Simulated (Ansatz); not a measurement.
ZrBrCl₃. Total charge 0; singlet. Geometry PBE0-D4/def2-SVP, basis def2-TZVP, Ansatz.

```json
{"run": "A", "HOMO (eV)": "-8.33", "LUMO (eV)": "-3.42"}
{"run": "B", "HOMO (eV)": "-11.57", "LUMO (eV)": "-0.69"}
{"run": "C", "HOMO (eV)": "-11.95", "LUMO (eV)": "-0.65"}
{"run": "D", "HOMO (eV)": "-8.13", "LUMO (eV)": "-3.72"}
{"run": "E", "HOMO (eV)": "-7.96", "LUMO (eV)": "-3.50"}
{"run": "F", "HOMO (eV)": "-9.25", "LUMO (eV)": "-2.77"}
```

In the def2 sets Zr takes a core potential; there is no spin–orbit coupling. LC-ωPBE has ω = 0.4 bohr⁻¹.

Problem. The runs used LC-ωPBE, LDA (SPW92), PBE, PBE0, r2SCAN, ωB97X-V. Estimate which is which.

Solution. A r2SCAN (0 % exact exchange); B ωB97X-V (range-separated); C LC-ωPBE (range-separated); D LDA (SPW92) (0 % exact exchange); E PBE (0 % exact exchange); F PBE0 (25 % exact exchange). Exact exchange lowers occupied and raises empty levels; among semilocal functionals meta-GGAs tend to open the gap a little, and such runs are hard to tell apart. The gap grows from 4.41 eV (LDA (SPW92)) to 11.30 eV (LC-ωPBE).
